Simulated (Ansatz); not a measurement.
Species: CH4Al, charge 1, singlet. CH4Al+ (SMILES [CH3][AlH+]).
B3LYP-D3(BJ)/def2-TZVP minimum from Ansatz (a first-principles code):
```xyz
6

Al    -0.3948    -0.5491    -0.2673
C      0.6401     0.8904     0.4334
H      0.4530     0.9983     1.5051
H      0.3717     1.8232    -0.0694
H      1.7046     0.6964     0.2768
H     -1.2381    -1.7221    -0.8383
```
Charge +1, spin multiplicity 1.

Hartree-Fock and CCSD(T) correlation energies in hartree (Ansatz). UHF or UKS for unpaired electrons; spin-orbit terms are left out. Cores are frozen in correlated methods. No relativity. The spin of CH4Al+ ([CH3][AlH+], singlet) was assumed, and the state is the lowest solution found for it.

| basis | X | E(HF) | E(corr, CCSD(T)) |
|---|---|---|---|
| cc-pV(T+d)Z | 3 | -281.86975 | -0.27167 |
| cc-pV(Q+d)Z | 4 | -281.87414 | -0.28420 |
| cc-pV(5+d)Z | 5 | -281.87533 | withheld |

**Question.** Fit E(corr) = E∞ + A/X³ to X = 3 and 4, predict X = 5, and compare with the run.

**Answer.** A = (-0.27167 - (-0.28420))/(1/27 - 1/64) = 0.5852; E∞ = -0.28420 - A/64 = -0.29334; at X = 5, E∞ + A/125 = -0.28866. The run gave -0.28798, 0.68 mEh above the prediction. The same form on X = 4 and 5 gives E∞ = -0.29195, 1.40 mEh above the first estimate.
